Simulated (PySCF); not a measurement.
## Computed properties of 5-(furan-2-yl)pyrimidine (C8H6N2O), SMILES c1coc(-c2cncnc2)c1

C8H6N2O, SMILES c1(-c2cncnc2)occc1. Geometry optimised at B3LYP-D3(BJ)/def2-SVP. Other conformers were not sampled. All values are computed for the isolated molecule unless a solvent is named; none is compared with measurement here.

**Structure.** The optimised structure has Cs symmetry. All 45 harmonic modes at B3LYP-D3(BJ)/def2-SVP (PySCF) are real, so it is a minimum. With heavy atoms numbered as in [cH:1]1[cH:2][o:3][c:4](-[c:5]2[cH:6][n:7][cH:8][n:9][cH:10]2)[cH:11]1, the shortest bond between them is N9–C10 at 1.329 Å and the longest C4–C5 at 1.452 Å.

**Vibrations.** The strongest infrared lines (harmonic, unscaled, degenerate partners summed) lie at 757 cm⁻¹ (62 km/mol, H 73 %, C 22 %), 1599 cm⁻¹ (51 km/mol, C 75 %, N 14 %, H 10 %), 1537 cm⁻¹ (47 km/mol, C 81 %, H 13 %). The softest mode is at 45 cm⁻¹ and the zero-point energy is 80.3 kcal/mol.

**Electronic structure.** CAM-B3LYP/def2-SVP (PySCF) places the frontier levels at -7.66 and -0.42 eV, a gap of 7.24 eV, and gives a dipole moment of 3.13 D and a mean polarisability of 97.3 bohr³. PBE/def2-SVP (PySCF) at the same geometry gives -5.59 and -2.34 eV, so its gap is 3.99 eV narrower. An orbital gap is neither the optical nor the fundamental gap.

**Excitations.** TDA-CAM-B3LYP/def2-SVP (PySCF) has S1 at 4.54 eV (273 nm, f = 0.004, weak); the most intense of the 10 singlets computed lies at 4.98 eV (f = 0.65). T1 (TDA) is at 3.12 eV, 1.42 eV under S1. TDA-PBE/def2-SVP (PySCF) puts S1 at 3.28 eV. No vertical singlet excitation falls in the visible range (under 3.1 eV).

**NMR.** GIAO shifts at PBE0/pcSseg-1 (PySCF) (non-relativistic, atoms alike by connectivity averaged): ¹³C from 115.6 to 166.5 ppm against TMS; ¹H from 7.0 to 9.6 ppm against TMS.

**Solvation.** SMD-ωB97X/def2-SVP (PySCF) gives -6.7 kcal/mol in water, -10.2 kcal/mol in chlorobenzene, -9.0 kcal/mol in diethylether (1 M in both phases, gas-phase geometry); of these solvents chlorobenzene holds the molecule best.
